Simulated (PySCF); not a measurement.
Species: C5H5O2 (doublet state).
Z-matrix (Å and degrees, GFN2-xTB geometry), rows numbered from 1:
```
C 
C   1  1.2956
C   2  1.4841  1  122.10
O   3  1.2008  2  124.26  1  -177.67
C   2  1.5365  1  124.63  3  -179.88
C   5  1.5025  2  107.98  1   -99.11
O   6  1.1986  5  124.54  2   112.68
H   1  1.0626  2  142.38  3  -179.28
H   3  1.1018  2  113.72  1     1.92
H   5  1.0915  2  106.92  1   143.38
H   5  1.0890  2  110.65  1    21.89
H   6  1.1048  5  113.63  2   -66.09
```

The hyperfine couplings belong to this conformer and change with its torsions.

Identity: `C(=O)/C(CC=O)=[C]/[H]` [radical].

Computed, not measured: PySCF, UKS B3LYP, pcH-1 on C H O, non-relativistic, mean-field spin-orbit, GIAO. One conformer (not necessarily the lowest) at the GFN2-xTB geometry, without solvent, vibrations or thermal averaging. A GFN2-xTB geometry isn't a minimum of the functional, and hyperfine couplings can be far from their values at a DFT geometry. The SCF solution wasn't tested for stability.

**Question.** Match the computed a_iso(13C) values +271.4, +73.1, +60.6, -12.4, -6.1 MHz with the sites C1; C2; C3; C5; C6.

**Answer.** 
```csv
site,a_iso (MHz),ρ(0) (bohr⁻³),position,distance from C1 (Å),spin population,largest |T| (MHz)
C1,+271.4,+0.2414,largest spin population,0.00,+1.05,144.1
C2,-12.4,-0.0110,1 bond from C1,1.30,-0.18,17.7
C3,+73.1,+0.0650,2 bonds from C1,2.43,+0.04,6.9
C5,+60.6,+0.0539,2 bonds from C1,2.51,+0.08,16.9
C6,-6.1,-0.0054,3 bonds from C1,3.34,-0.01,0.6
```

**Question.** The isotropic 17O couplings are +1.5, -1.2 MHz. Assign them to O4; O7.

**Answer.** 
| site | a_iso (MHz) | ρ(0) (bohr⁻³) | position | distance from C1 (Å) | spin population | largest \|T\| (MHz) |
| --- | --- | --- | --- | --- | --- | --- |
| O4 | +1.5 | -0.0024 | 3 bonds from C1 | 3.53 | -0.02 | 9.2 |
| O7 | -1.2 | +0.0019 | 4 bonds from C1 | 3.94 | +0.01 | 5.4 |

ρ(0) is the spin density at the nucleus and T the dipolar tensor; entries for several nuclei are means. The Mulliken spin populations are largest on C1 (+1.05), C2 (-0.18) and C5 (+0.08). C1 is the only atom above +0.15. The positive populations add up to 1.21 and the negative ones to -0.21, together 2S = 1.

The spin density at the nucleus, in bohr⁻³, is negative for C2 (-0.0110), C6 (-0.0054) and O4 (-0.0024), for instance. A restricted open-shell determinant has no negative spin density anywhere; here it arises because α and β orbitals differ (spin polarisation).

Class means assume fast exchange of nuclei equivalent by connectivity; if that motion is slow, each nucleus keeps its own coupling.
